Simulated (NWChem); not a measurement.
System: CH$_{6}$Ge; SMILES [CH3][GeH3]

NWChem input:

```
start job
memory heap 200 mb stack 900 mb global 1100 mb
geometry units angstroms noautoz
  Ge     0.000000     0.000000    -0.389953
  C      0.000000     0.000000     1.563486
  H     -1.217244    -0.778645    -0.926139
  H      1.282949    -0.664842    -0.926139
  H     -0.065704     1.443487    -0.926139
  H     -0.912077     0.479429     1.946978
  H      0.871236     0.550168     1.946978
  H      0.040841    -1.029596     1.946978
end
basis spherical
  * library sto-3g
end
dft
  xc b3lyp
  iterations 150
  mulliken
end
task dft energy
```

Excerpt of the output:

```
             Northwest Computational Chemistry Package (NWChem) 7.3.0
             --------------------------------------------------------

 C3  symmetry detected

                             Geometry "geometry" -> ""
                             -------------------------

 Output coordinates in angstroms (scale by  1.889725989 to convert to a.u.)

  No.       Tag          Charge          X              Y              Z
 ---- ---------------- ---------- -------------- -------------- --------------
    1 Ge                  32.0000     0.00000000     0.00000000    -0.38915611
    2 C                    6.0000    -0.00000000     0.00000000     1.56428289
    3 H                    1.0000     0.00000007     1.44498163    -0.92534211
    4 H                    1.0000    -1.25139084    -0.72249076    -0.92534211
    5 H                    1.0000     1.25139077    -0.72249087    -0.92534211
    6 H                    1.0000     0.89535136     0.50998280     1.94777489
    7 H                    1.0000    -0.00601762    -1.03038842     1.94777489
    8 H                    1.0000    -0.88933374     0.52040562     1.94777489

 Effective nuclear repulsion energy (a.u.)     119.7866342843

      Symmetry information
      --------------------

 Group name             C3
 Group number              5
 Group order               3
 No. of unique centers     4

                                 NWChem DFT Module
                                 -----------------

 Summary of "ao basis" -> "ao basis" (spherical)
 ------------------------------------------------------------------------------
       Tag                 Description            Shells   Functions and Types
 ---------------- ------------------------------  ------  ---------------------
 Ge                          sto-3g                  8       18   4s3p1d
 C                           sto-3g                  3        5   2s1p
 H                           sto-3g                  1        1   1s

      Symmetry analysis of basis
      --------------------------

        a          13
        e+          8
        e-          8

  Rotation of axis

            General Information
            -------------------
          SCF calculation type: DFT
          Wavefunction type:  closed shell.
          No. of atoms     :     8
          No. of electrons :    44
           Alpha electrons :    22
            Beta electrons :    22
          Charge           :     0
          Spin multiplicity:     1
          Use of symmetry is: on ; symmetry adaption is: on
          Maximum number of iterations: 150
          AO basis - number of functions:    29
                     number of shells:    17
          Convergence on energy requested:  1.00D-06
          Convergence on density requested:  1.00D-05
          Convergence on gradient requested:  5.00D-04

              XC Information
              --------------
                         B3LYP Method XC Potential
                     Hartree-Fock (Exact) Exchange  0.200
                        Slater Exchange Functional  0.800 local
                    Becke 1988 Exchange Functional  0.720 non-local
              Lee-Yang-Parr Correlation Functional  0.810
                  VWN I RPA Correlation Functional  0.190 local

             Grid Information
             ----------------
          Grid used for XC integration:  medium
          Radial quadrature: Mura-Knowles
          Angular quadrature: Lebedev.
          Tag              B.-S. Rad. Rad. Pts. Rad. Cut. Ang. Pts.
          ---              ---------- --------- --------- ---------
          Ge                  1.25      112           8.0       590
          C                   0.70       49           8.0       434
          H                   0.35       45          10.0       434
          Grid pruning is: on
          Number of quadrature shells:   251
          Spatial weights used:  Erf1

      Superposition of Atomic Density Guess
      -------------------------------------

 Sum of atomic energies:       -2091.59923082

      Non-variational initial energy
      ------------------------------

 Total energy =   -2091.632073
 1-e energy   =   -3178.917767
 2-e energy   =     967.499060
 HOMO         =      -0.211625
 LUMO         =       0.436659

      Symmetry analysis of molecular orbitals - initial
      -------------------------------------------------

  Numbering of irreducible representations:

     1 a           2 e+          3 e-

  Orbital symmetries:

     1 a           2 a           3 e+          4 e+          5 a
     6 a           7 a           8 e+          9 e+         10 a
    11 a          12 a          13 e+         14 e+         15 a
    16 e+         17 e+         18 e+         19 e+         20 e+
    21 e+         22 a          23 a          24 e+         25 e+
    26 a          27 a          28 e+         29 e+

     ---------------------------------------------
      Total Density - Mulliken Population Analysis
     ---------------------------------------------

    Atom       Charge   Shell Charges
 -----------   ------   -------------------------------------------------------
    1 Ge  32    31.38   2.00  2.00  6.00  2.00  5.94  1.28  2.20  9.96
    2 C    6     6.32   1.99  1.35  2.97
    3 H    1     1.16   1.16
    4 H    1     1.16   1.16
    5 H    1     1.16   1.16
    6 H    1     0.95   0.95
    7 H    1     0.95   0.95
    8 H    1     0.95   0.95

   convergence    iter        energy       DeltaE   RMS-Dens  Diis-err
 ---------------- ----- ----------------- --------- --------- ---------
 d= 0,ls=0.0,diis     1  -2094.2632435088 -2.21D+03  3.09D-02  1.64D-01
 d= 0,ls=0.0,diis     2  -2094.2973681769 -3.41D-02  7.90D-03  2.37D-02
 d= 0,ls=0.0,diis     3  -2094.3001739723 -2.81D-03  2.40D-03  3.71D-03
 d= 0,ls=0.0,diis     4  -2094.3007960406 -6.22D-04  3.54D-04  7.86D-05
 d= 0,ls=0.0,diis     5  -2094.3008073320 -1.13D-05  1.03D-04  5.76D-06
  Resetting Diis
 d= 0,ls=0.0,diis     6  -2094.3008084468 -1.11D-06  7.03D-06  1.72D-08
 d= 0,ls=0.0,diis     7  -2094.3008084503 -3.58D-09  4.39D-07  2.52D-11

         Total DFT energy =    -2094.300808450331
      One electron energy =    -3171.727270153738
           Coulomb energy =     1045.081363931939
    Exchange-Corr. energy =      -87.441536512869
 Nuclear repulsion energy =      119.786634284337

 Numeric. integr. density =       44.000036514248

                  Occupations of the irreducible representations
                  ----------------------------------------------

                     irrep           alpha         beta
                     --------     --------     --------
                     a                10.0         10.0
                     e+               12.0         12.0
                     e-                0.0          0.0

                       DFT Final Molecular Orbital Analysis
                       ------------------------------------

 Vector   20  Occ=2.000000D+00  E=-1.865936D-01  Symmetry=a
              MO Center= -1.4D-14,  6.5D-15, -3.1D-01, r^2= 5.6D-01
   Bfn.  Coefficient  Atom+Function         Bfn.  Coefficient  Atom+Function
  ----- ------------  ---------------      ----- ------------  ---------------
    16      0.893894  1 Ge d  0              13     -0.370667  1 Ge pz
    23      0.148280  2 C  pz                 9      0.120457  1 Ge pz
    27      0.041637  6 H  s                 28      0.041637  7 H  s
    29      0.041637  8 H  s                  5     -0.037334  1 Ge pz
    24      0.036803  3 H  s                 25      0.036803  4 H  s

 Vector   21  Occ=2.000000D+00  E=-1.849955D-01  Symmetry=e+
              MO Center= -1.8D-02,  3.2D-03, -3.6D-01, r^2= 5.7D-01
   Bfn.  Coefficient  Atom+Function         Bfn.  Coefficient  Atom+Function
  ----- ------------  ---------------      ----- ------------  ---------------
    18      0.501444  1 Ge d  2              15      0.480223  1 Ge d -1
    14      0.413855  1 Ge d -2              17     -0.396554  1 Ge d  1
    12      0.270795  1 Ge py                11      0.223574  1 Ge px
    27     -0.100144  6 H  s                 25     -0.094314  4 H  s
     8     -0.087091  1 Ge py                28      0.083000  7 H  s

 Vector   22  Occ=2.000000D+00  E=-1.849955D-01  Symmetry=e+
              MO Center=  1.8D-02, -3.2D-03, -3.6D-01, r^2= 5.7D-01
   Bfn.  Coefficient  Atom+Function         Bfn.  Coefficient  Atom+Function
  ----- ------------  ---------------      ----- ------------  ---------------
    14      0.501444  1 Ge d -2              17     -0.480223  1 Ge d  1
    18     -0.413855  1 Ge d  2              15     -0.396554  1 Ge d -1
    11      0.270795  1 Ge px                12     -0.223574  1 Ge py
    29      0.105738  8 H  s                 26      0.099262  5 H  s
     7     -0.087091  1 Ge px                 8      0.071905  1 Ge py

 Vector   23  Occ=0.000000D+00  E= 2.798368D-01  Symmetry=a
              MO Center= -1.7D-13, -1.3D-13,  2.6D-01, r^2= 2.2D+00
   Bfn.  Coefficient  Atom+Function         Bfn.  Coefficient  Atom+Function
  ----- ------------  ---------------      ----- ------------  ---------------
    10      1.123894  1 Ge s                 20     -0.709367  2 C  s
    23      0.707479  2 C  pz                13      0.508957  1 Ge pz
    24     -0.437183  3 H  s                 25     -0.437183  4 H  s
    26     -0.437183  5 H  s                  6     -0.125150  1 Ge s
    19      0.125415  2 C  s                  9     -0.123420  1 Ge pz

 Vector   24  Occ=0.000000D+00  E= 3.115422D-01  Symmetry=e+
              MO Center= -1.4D-01, -4.1D-02, -3.3D-01, r^2= 2.5D+00
   Bfn.  Coefficient  Atom+Function         Bfn.  Coefficient  Atom+Function
  ----- ------------  ---------------      ----- ------------  ---------------
    11      0.857314  1 Ge px                25      0.805280  4 H  s
    12      0.647119  1 Ge py                24     -0.488883  3 H  s
    26     -0.316397  5 H  s                 27     -0.316282  6 H  s
     7     -0.202670  1 Ge px                28      0.193949  7 H  s
    21      0.153871  2 C  px                 8     -0.152979  1 Ge py

 Vector   25  Occ=0.000000D+00  E= 3.115422D-01  Symmetry=e+
              MO Center=  1.4D-01,  4.1D-02, -3.3D-01, r^2= 2.5D+00
   Bfn.  Coefficient  Atom+Function         Bfn.  Coefficient  Atom+Function
  ----- ------------  ---------------      ----- ------------  ---------------
    12      0.857314  1 Ge py                26      0.747186  5 H  s
    11     -0.647119  1 Ge px                24     -0.647600  3 H  s
    29     -0.294582  8 H  s                 28      0.253235  7 H  s
     8     -0.202670  1 Ge py                22      0.153871  2 C  py
     7      0.152979  1 Ge px                21     -0.116735  2 C  px

     ---------------------------------------------
      Total Density - Mulliken Population Analysis
     ---------------------------------------------

    Atom       Charge   Shell Charges
 -----------   ------   -------------------------------------------------------
    1 Ge  32    31.57   2.00  2.00  6.00  2.00  5.93  1.28  2.54  9.83
    2 C    6     6.36   1.99  1.24  3.13
    3 H    1     1.09   1.09
    4 H    1     1.09   1.09
    5 H    1     1.09   1.09
    6 H    1     0.93   0.93
    7 H    1     0.93   0.93
    8 H    1     0.93   0.93

     -------------------------------------------
      Total Density - Lowdin Population Analysis
     -------------------------------------------

    Atom       Charge   Shell Charges
 -----------   ------   -------------------------------------------------------
    1 Ge  32    31.56   2.00  2.00  5.99  2.00  5.90  1.17  2.67  9.83
    2 C    6     6.25   1.98  1.06  3.20
    3 H    1     1.10   1.10
    4 H    1     1.10   1.10
    5 H    1     1.10   1.10
    6 H    1     0.96   0.96
    7 H    1     0.96   0.96
    8 H    1     0.96   0.96

     Multipole analysis of the density
     ---------------------------------

     L   x y z        total         alpha         beta         nuclear
     -   - - -        -----         -----         ----         -------
     0   0 0 0     -0.000000    -22.000000    -22.000000     44.000000

     1   1 0 0      0.000000      0.000000      0.000000      0.000000
     1   0 1 0     -0.000000     -0.000000     -0.000000     -0.000000
     1   0 0 1      0.055782      0.027891      0.027891      0.000000

     2   2 0 0    -18.584619    -17.728168    -17.728168     16.871717
     2   1 1 0      0.000000      0.000000      0.000000      0.000000
     2   1 0 1     -0.000000     -0.000000     -0.000000      0.000000
     2   0 2 0    -18.584619    -17.728168    -17.728168     16.871717
     2   0 1 1      0.000000      0.000000      0.000000     -0.000000
     2   0 0 2    -18.863456    -69.208310    -69.208310    119.553163
```

Level: B3LYP/STO-3G. The geometry was optimised at PBE0/def2-SVP.
